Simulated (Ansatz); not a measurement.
The cluster InPt5⁺. Charge 1, multiplicity 1. Geometry B3LYP-D4/def2-SVP.

```xyz
6

In   -0.047    0.698   -2.117
Pt    1.423   -0.546    0.940
Pt   -0.178   -1.768   -0.578
Pt   -0.635    0.907    1.024
Pt   -2.175   -1.068    0.802
Pt    1.612    1.778   -0.071
```

In the def2 sets In, Pt take a core potential; there is no spin–orbit coupling. The restricted singlet is unstable towards broken spin symmetry at other levels; at PBE-D4/def2-SVP, BLYP-D4/def2-TZVP, r2SCAN-D4/def2-TZVP, PBE0-D4/def2-SVP and others this wasn't settled. Another isomer (singlet) lies 0.19 eV lower at PBE0-D4/def2-TZVP; other spin states weren't run for this one.

Task: Estimate the orbital energies around the gap (eV) in Ansatz with PBE-D4/def2-SVP, BLYP-D4/def2-TZVP, r2SCAN-D4/def2-TZVP, PBE0-D4/def2-SVP, ωB97M-V/def2-TZVP.

Result: 
```csv
orbital,PBE-D4/def2-SVP,BLYP-D4/def2-TZVP,r2SCAN-D4/def2-TZVP,PBE0-D4/def2-SVP,ωB97M-V/def2-TZVP
HOMO−13,-10.98,-10.76,-11.08,-12.11,-14.24
HOMO−12,-10.86,-10.63,-10.94,-11.95,-14.10
HOMO−11,-10.58,-10.38,-10.68,-11.61,-13.64
HOMO−10,-10.57,-10.35,-10.63,-11.44,-13.50
HOMO−9,-10.29,-10.10,-10.37,-11.37,-13.37
HOMO−8,-10.18,-9.98,-10.29,-11.25,-13.27
HOMO−7,-10.01,-9.83,-10.10,-11.11,-13.19
HOMO−6,-10.00,-9.80,-10.05,-10.98,-13.03
HOMO−5,-9.82,-9.64,-9.91,-10.88,-12.93
HOMO−4,-9.77,-9.60,-9.83,-10.72,-12.86
HOMO−3,-9.64,-9.46,-9.70,-10.65,-12.75
HOMO−2,-9.51,-9.34,-9.56,-10.47,-12.55
HOMO−1,-9.50,-9.32,-9.55,-10.33,-12.04
HOMO,-9.39,-9.20,-9.36,-10.14,-11.95
LUMO,-9.19,-9.03,-9.07,-8.37,-6.25
LUMO+1,-9.17,-8.98,-9.03,-8.23,-6.05
LUMO+2,-8.65,-8.55,-8.48,-7.71,-5.78
LUMO+3,-7.42,-7.38,-7.22,-6.45,-4.65
LUMO+4,-7.04,-7.00,-6.83,-6.11,-4.38
LUMO+5,-6.04,-6.01,-5.92,-5.29,-3.79
```
